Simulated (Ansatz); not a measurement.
Born–Oppenheimer molecular dynamics of C$_{3}$H$_{6}$OSi (11 atoms, charge 0, multiplicity 1). It starts from a relaxed structure.

Level of theory: UKS B3LYP-D4/def2-SVP in Ansatz 0.2.0.

```yaml
ensemble: NVE (velocity Verlet)
time_step: 0.5 fs
steps_asked: 300
starting_velocities_drawn_for: 3000 K
seed: 361750
```

First frame:

```xyz
11
Properties=species:S:1:pos:R:3
C -2.132 0.651 -0.206
C -0.988 0.074 0.075
C 0.179 -0.480 0.335
O 0.369 -1.583 1.136
Si 1.784 0.204 -0.392
H -2.736 0.349 -1.072
H -2.537 1.464 0.412
H -0.489 -1.879 1.474
H 2.708 0.600 0.710
H 2.450 -0.844 -1.218
H 1.457 1.386 -1.234
```

Task: How far do the bonds stretch over the last three quarters of this one trajectory? (Pairs bonded in most of those frames.)

Result: 
```
   bond  mean (Å)  spread (Å)  shortest  longest
  C1–C2     1.325       0.047      1.23     1.42
  C1–H6     1.137       0.109      0.95     1.35
  C1–H7     1.134       0.100      0.96     1.31
  C2–C3     1.339       0.053      1.22     1.43
  C3–O4     1.394       0.039      1.32     1.47
 C3–Si5     1.905       0.038      1.82     1.98
  O4–H8     0.974       0.026      0.93     1.01
 Si5–H9     1.584       0.185      1.27     1.85
Si5–H10     1.514       0.064      1.40     1.62
Si5–H11     1.504       0.035      1.44     1.58
```

Mean temperature of the second half: 1520 K. The conserved energy stayed within 3.1 meV per atom of its start (net change 1.1 meV per atom), so the integration is sound. Over the second half the temperature averaged 0.51 of the 3000 K drawn at the start: a run that starts near a minimum puts about half its kinetic energy into the potential. A run of 0.15 ps of so small a system gives no equilibrium averages.

The run took 33 min on 2 threads of Arm Neoverse N1, on a shared host, peak memory 0.3 GiB.
